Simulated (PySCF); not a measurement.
Radial density of Ca (calcium, neutral)

r2SCANh, [Ar] 3d2, high-spin 3F determinant (an excited configuration). Calculation: PySCF 2.14, in dyall-av2z (17s13p4d, 76 functions); no relativity, point nucleus.

| r (bohr) | 4πr²ρ (e/bohr) | 4πr²(ρα − ρβ) |
| --- | --- | --- |
| 0.00161 | 0.1621 | 0.0000 |
| 0.00271 | 0.4394 | 0.0000 |
| 0.00455 | 1.154 | 0.0000 |
| 0.00766 | 2.886 | -0.0001 |
| 0.0129 | 6.625 | -0.0002 |
| 0.0217 | 13.22 | -0.0005 |
| 0.0364 | 20.92 | -0.0009 |
| 0.0613 | 23.10 | -0.0018 |
| 0.103 | 17.83 | -0.0049 |
| 0.173 | 20.05 | -0.0110 |
| 0.292 | 23.73 | -0.0062 |
| 0.491 | 9.624 | 0.0075 |
| 0.825 | 6.927 | 0.0659 |
| 1.39 | 5.830 | 0.2948 |
| 2.33 | 1.043 | 0.3251 |
| 3.93 | 0.3687 | 0.3598 |
| 6.61 | 0.1648 | 0.1648 |
| 11.1 | 0.009275 | 0.0093 |

(1) Where is the radial spin density 4πr²(ρα − ρβ) most negative, and why is it negative at all?

Results:

(1) Around r = 0.173 bohr, down to -0.0110 e/bohr: exchange with the open shell polarises the paired shells in an unrestricted calculation.
